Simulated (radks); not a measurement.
Species: Tm32+. Configuration: [Kr] 4d1.

Method: scalar-relativistic Kohn-Sham, PBE, spin-unpolarised, spherical densities, point nucleus; computed with a radial shooting solver on a logarithmic mesh with Libxc functionals.

Energy parts (eV):
total: -354272.26
kinetic: 386486.68
electron-nucleus: -821466.46
Hartree: 87144.87
exchange-correlation: -6437.35

Orbitals (lengths in bohr, moments of r in powers of bohr; <r^-3> diverges for s and p1/2; r(max) is where P^2 peaks; r(90%) holds 90 % of the orbital's charge):
\begin{tabular}{lrrrrrr}
orbital & occ. & eigenvalue (eV) & r(90%) & r(max) & <r^-3> & <r^2> \\ \hline
1s & 2 & -60542.39 & 0.0363 & 0.01261 & - & 0.0005484 \\
2s & 2 & -11256.71 & 0.131 & 0.07187 & - & 0.008503 \\
2p & 6 & -10085.65 & 0.123 & 0.05854 & 15140 & 0.006936 \\
3s & 2 & -3463.568 & 0.320 & 0.2023 & - & 0.05470 \\
3p & 6 & -3108.485 & 0.325 & 0.1990 & 3362 & 0.05483 \\
3d & 10 & -2678.591 & 0.305 & 0.1619 & 445.6 & 0.04523 \\
4s & 2 & -1521.318 & 0.639 & 0.4402 & - & 0.2289 \\
4p & 6 & -1390.934 & 0.663 & 0.4526 & 1012 & 0.2439 \\
4d & 1 & -1225.714 & 0.679 & 0.4487 & 129.0 & 0.2484 \\
5s & 0 & -849.1910 & 1.09 & 0.8042 & - & 0.6891 \\
5p & 0 & -790.9151 & 1.13 & 0.8357 & 423.2 & 0.7424 \\
\end{tabular}

The highest occupied level is 4d at -1225.7 eV. Summed over all electrons, <r^2> = 3.120 bohr^2, which gives a Langevin (diamagnetic) susceptibility term of -2.47 x 10^-6 cm^3/mol. For comparison, the ionisation energy in NIST's Atomic Spectra Database is 1255 eV (theoretical). In exact Kohn-Sham theory the highest level is minus the ionisation energy, but local and semilocal functionals leave it too shallow, through self-interaction and a potential that decays too fast; potentials with the right tail come closer. The density falls to 0.001 e/bohr^3 at r = 1.18 bohr.

Beside tabulated values, note that spin-unpolarised runs miss the spin-polarisation part of the exchange energy of open shells.
